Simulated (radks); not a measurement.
Values are calculated unless marked as measured or tabulated.
Sm46+, configuration [Ne] 3s2 3p4.

Code: a radial shooting solver on a logarithmic mesh with Libxc functionals. Model: non-relativistic Kohn-Sham, PBE, spin-polarised, spherical densities, point nucleus; open shells are filled with parallel spins first (spin-orbit coupling, left out, can overturn this in heavy ions); relativity is left out, which matters for an element this heavy.

Energy parts (eV):
part                      energy
total                 -219522.80
kinetic                219503.31
electron-nucleus      -462419.68
Hartree                 26802.46
exchange-correlation    -3408.89

Orbitals (lengths in bohr, moments of r in powers of bohr; r(max) is where P^2 peaks):
| orbital | occ. | eigenvalue (eV) | <r> | <1/r> | r(max) |
|---|---|---|---|---|---|
| 1s up | 1 | -47036.44 | 0.02447 | 61.47 | 0.01622 |
| 1s down | 1 | -47031.01 | 0.02447 | 61.47 | 0.01622 |
| 2s up | 1 | -9824.265 | 0.1031 | 14.45 | 0.08845 |
| 2s down | 1 | -9820.379 | 0.1030 | 14.45 | 0.08846 |
| 2p up | 3 | -9510.540 | 0.08738 | 14.43 | 0.06887 |
| 2p down | 3 | -9504.851 | 0.08737 | 14.43 | 0.06891 |
| 3s up | 1 | -3913.763 | 0.2462 | 5.984 | 0.2340 |
| 3s down | 1 | -3897.392 | 0.2465 | 5.973 | 0.2341 |
| 3p up | 3 | -3795.022 | 0.2334 | 5.934 | 0.2199 |
| 3p down | 1 | -3778.218 | 0.2337 | 5.929 | 0.2200 |

The highest occupied level is 3p down at -3778.2 eV. The density falls to 0.001 e/bohr^3 at r = 0.70 bohr. Virial ratio -V/T = 2.00009. The electron density at the nucleus is 1.699e+05 e/bohr^3.
